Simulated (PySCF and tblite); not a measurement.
Results of a calculation; reference values are marked as such.
Molecule: hexamethyleneimine, C₆H₁₃N, numbered as in [CH2:1]1[CH2:2][CH2:3][CH2:4][NH:5][CH2:6][CH2:7]1; H are named by their carrier, a and b as at the first point (Å):

```
C1       0.550   -1.552   -0.127
C2       1.470   -0.356    0.118
C3       1.087    0.855   -0.733
C4       0.025    1.753   -0.088
N5      -0.893    1.033    0.794
C6      -1.547   -0.093    0.120
C7      -0.836   -1.396    0.492
H1a      1.012   -2.450    0.292
H1b      0.452   -1.708   -1.205
H2a      2.491   -0.653   -0.135
H2b      1.445   -0.082    1.173
H3a      0.732    0.501   -1.703
H3b      1.970    1.468   -0.921
H4a     -0.509    2.290   -0.891
H4b      0.516    2.502    0.541
H5      -1.627    1.710    0.986
H6a     -2.579   -0.164    0.477
H6b     -1.578    0.034   -0.971
H7a     -1.457   -2.242    0.189
H7b     -0.744   -1.413    1.579
```

The mean out-of-plane torsion at N5 (0° is planar) is held and the rest relaxed at GFN2-xTB. Energies: PBE0/pcSseg-1 + D3(BJ). Couplings: B3LYP/6-31G* with H pcJ-1 N pcJ-1, gas phase, for ¹H, ¹⁵N. (tblite 0.8, PySCF 2.14.)

(1) How do the most sensitive couplings change along the out-of-plane angle?

(2) Set ³J(H4a,H5) against its H–C–N–H torsion.

Results:

(1) 
```json
{"out-of-plane angle °": "-38", "¹J(N5,H5)": "-61.0", "³J(H4a,H5)": "5.5", "³J(H5,H6b)": "-0.3", "³J(H5,H6a)": "10.2", "³J(H4b,H5)": "1.4", "²J(N5,H6a)": "-0.7", "³J(N5,H7a)": "-8.2"}
{"out-of-plane angle °": "-23", "¹J(N5,H5)": "-83.6", "³J(H4a,H5)": "1.0", "³J(H5,H6b)": "1.8", "³J(H5,H6a)": "10.6", "³J(H4b,H5)": "2.7", "²J(N5,H6a)": "0.5", "³J(N5,H7a)": "-8.4"}
{"out-of-plane angle °": "0", "¹J(N5,H5)": "-100.9", "³J(H4a,H5)": "-0.7", "³J(H5,H6b)": "9.6", "³J(H5,H6a)": "5.9", "³J(H4b,H5)": "7.3", "²J(N5,H6a)": "0.3", "³J(N5,H7a)": "-6.2"}
{"out-of-plane angle °": "23", "¹J(N5,H5)": "-83.7", "³J(H4a,H5)": "9.9", "³J(H5,H6b)": "13.6", "³J(H5,H6a)": "0.4", "³J(H4b,H5)": "8.2", "²J(N5,H6a)": "-3.0", "³J(N5,H7a)": "-3.6"}
{"out-of-plane angle °": "38", "¹J(N5,H5)": "-60.8", "³J(H4a,H5)": "14.2", "³J(H5,H6b)": "10.2", "³J(H5,H6a)": "-0.1", "³J(H4b,H5)": "5.9", "²J(N5,H6a)": "-5.6", "³J(N5,H7a)": "-2.5"}
```
Values in Hz.

(2) -168°: 14.2 Hz, -144°: 9.9 Hz, -101°: -0.7 Hz, -66°: 1.0 Hz, -46°: 5.5 Hz.
